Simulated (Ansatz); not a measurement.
A search over several starts for the lowest SCF solution of CrNF3⁻ at the given spin, in a small basis.

```yaml
crystal:
  periodic: [false, false, false]
  atoms:
    - {symbol: Cr, position_ang: [-0.000087, 0.000149, -0.014528]}
    - {symbol: N, position_ang: [0.007863, -0.014909, 1.462978]}
    - {symbol: F, position_ang: [1.620247, 0.009054, -0.491499]}
    - {symbol: F, position_ang: [-0.817510, 1.408250, -0.464130]}
    - {symbol: F, position_ang: [-0.810513, -1.402533, -0.492822]}
basis:
  gaussian: {orbitals: def2-SVP}
total_charge: -1
magnetization: {spin_polarized: true, initial_magnetization: 1}
hamiltonian: {xc: pbe0, dispersion: d4}
output: {orbitals: {seedname: orbitals}}
```

```sh
$ ansatz run in.yaml --threads 4 --pin off --events-out ev --progress --plain --max-ram 3916MiB
```

It prints (some lines left out):

```
Functional definition: PBE0
877 factors; integrals over basis functions are off by at most 1.1e-3 eV
mean field evaluation 1: about -38026.3846 eV, gradient 5.7e1 eV
mean field evaluation 2: about -37750.9660 eV, gradient 2.4e2 eV
mean field evaluation 4: about -38038.0853 eV, gradient 9.9e0 eV
mean field evaluation 8: about -38038.4962 eV, gradient 6.1e-1 eV
mean field evaluation 16: about -38038.6582 eV, gradient 4.2e-2 eV
mean field evaluation 32: about -38038.6582 eV, gradient 1.4e-5 eV
mean field -38038.65824833 eV, -1397.8949070975 hartree, gradient 2.8e-6 eV, S^2 0.785880; 1 other end points of the search recorded, 0 dependent functions left out
reference -38038.65830828 eV, -1397.8949093005 hartree; 30, 29 occupied and 57, 58 virtual orbitals, 877 factors
Total energy: -38038.76206021 eV, -1397.8987221137 hartree
```

It took 11 s on 4 threads of Arm Neoverse V2 on a shared host.
